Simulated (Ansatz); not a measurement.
Consider the formal exchange of groups at the Si–B bond: `B[SiH2]O` + `O=COC=S` → `O[SiH2]OC=S` + `BC=O`.

Isolated molecules relaxed with PBE0-D4/def2-TZVP in Ansatz; ΔE leaves out vibrations. CBS: MP2 limit from def2 TZ/QZ plus the TZ coupled-cluster correction, frozen cores. DFT in def2-TZVPP. B3LYP here is the variant with VWN-RPA as its local correlation; programs differ in this. HSE06 is defined as in plane-wave codes. Each species was taken in one conformer, which may not be the lowest.

`B[SiH2]O`:

```xyz
8

B    -1.127    0.786    0.125
Si    0.278   -0.585   -0.281
O     1.846   -0.128   -0.012
H    -0.926    1.787    0.751
H    -2.253    0.587   -0.231
H     0.237   -1.000   -1.708
H    -0.089   -1.779    0.548
H     2.034    0.332    0.807
```

`O=COC=S`:

Cartesian coordinates in Å:
```
O -0.420 0.416 1.662
C 0.568 0.390 1.006
O 0.648 0.018 -0.309
C -0.495 -0.358 -0.939
S -0.508 -0.811 -2.471
H 1.577 0.659 1.343
H -1.370 -0.314 -0.292
```

`O[SiH2]OC=S`:

Cartesian coordinates in Å:
```
O 0.041 -0.126 -1.966
Si 0.695 -0.542 -0.533
O -0.408 -0.370 0.715
C -0.681 0.759 1.361
S -1.852 0.925 2.450
H -0.654 -0.669 -2.343
H 1.069 -1.968 -0.468
H 1.812 0.398 -0.310
H -0.022 1.593 1.095
```

`BC=O`:

Cartesian coordinates in Å:
```
B 0.490 -0.559 -0.135
C -0.432 0.670 -0.059
O -0.971 0.381 0.999
H 0.061 -1.562 -0.615
H 1.541 -0.517 0.425
H -0.690 1.587 -0.615
```

```tsv
level	ΔE (kJ/mol)	difference from CCSD(T)/CBS
LDA (SPW92)	-102.5	11.6
BLYP-D4	-113.4	0.7
B97M-V	-106.4	7.7
PBE0-D4	-99.7	14.4
HSE06-D4	-99.8	14.3
BHLYP-D4	-111.1	3.0
ωB97M-V	-112.3	1.8
PBE	-100.7	13.4
r2SCAN	-109.3	4.8
B3LYP	-109.7	4.4
r2SCANh	-108.3	5.8
r2SCAN0	-106.8	7.3
RPA@PBE/def2-TZVPP	-109.4	4.7
CCSD/def2-SVP	-88.8	25.3
CCSD(T)/def2-TZVPP	-109.8	4.3
HF/CBS(def2)	-106.2	7.9
CCSD(T)/CBS	-114.1	0
```

Problem. What do rigid-rotor, harmonic-oscillator terms from PBE0-D4/def2-TZVP frequencies (298.15 K, 1 bar) make of the CCSD(T)/CBS value? (Estimate.)

Solution. Computed: ΔZPE = +0.5 kJ/mol, ΔH = -113.0 kJ/mol, ΔS = 8 J/(mol·K), ΔG = -115.4 kJ/mol.

Largest T1 diagnostic among the species: 0.021, so the coupled-cluster value is less sure than usual.

Leaving LDA and LC-ωPBE aside and taking each functional with its dispersion term where it has one, the values, not all of them listed here, spread over 14.9 kJ/mol, from B2PLYP to PBE0-D4. At CCSD(T), def2-SVP lies +24.4 kJ/mol from the extrapolated value and def2-TZVPP +4.3 kJ/mol. In def2-TZVPP, CCSD(T) changes the Hartree–Fock value by −6.1 kJ/mol (the triples alone add −1.3 kJ/mol) and MP2 by −14.6 kJ/mol.
